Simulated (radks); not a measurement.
Spherical quantum dot in the effective-mass picture: electrons in a parabolic well V = omega^2 r^2 / 2 with omega = 0.115, all in effective atomic units (hartree* = m*/eps^2 hartree, bohr* = eps/m* bohr), one dielectric constant everywhere. Method: non-relativistic Kohn-Sham, PBEsol, spin-polarised, spherical densities; computed with a radial shooting solver with Libxc functionals. Levels are named by radial order and angular momentum (1s, 1p, 1d, 2s, ...), and open shells are averaged over m. Results are scaled to m* = 0.133 and eps = 13.4, for which hartree* = 20.16 meV and bohr* = 5.332 nm.

N = 2, configuration 1s2. This is the lowest configuration that the search found. Occupied and some empty levels:

| level | occupation | eigenvalue (meV) | <r> (nm) |
|---|---|---|---|
| 1s | 2 | 9.5199 | 21.11 |
| 1p | 0 | 11.182 | 26.20 |
| 1d | 0 | 13.087 | 30.33 |
| 2s | 0 | 13.551 | 27.75 |

Energy (meV): total 11.4241, kinetic 2.5620, external 4.8137, Hartree 9.1295, exchange-correlation -5.0812.

Electron density:

| r (nm) | n(r) (e/nm^3) |
|---|---|
| 0.906 | 0.00004420 |
| 4.32 | 0.00004285 |
| 7.74 | 0.00003978 |
| 11.2 | 0.00003512 |
| 14.6 | 0.00002921 |
| 18.0 | 0.00002264 |
| 21.4 | 0.00001617 |
| 24.8 | 0.00001051 |
| 28.2 | 6.133e-06 |
| 31.6 | 3.195e-06 |
| 35.1 | 1.498e-06 |
| 38.5 | 6.394e-07 |
| 41.9 | 2.490e-07 |
| 45.3 | 8.773e-08 |
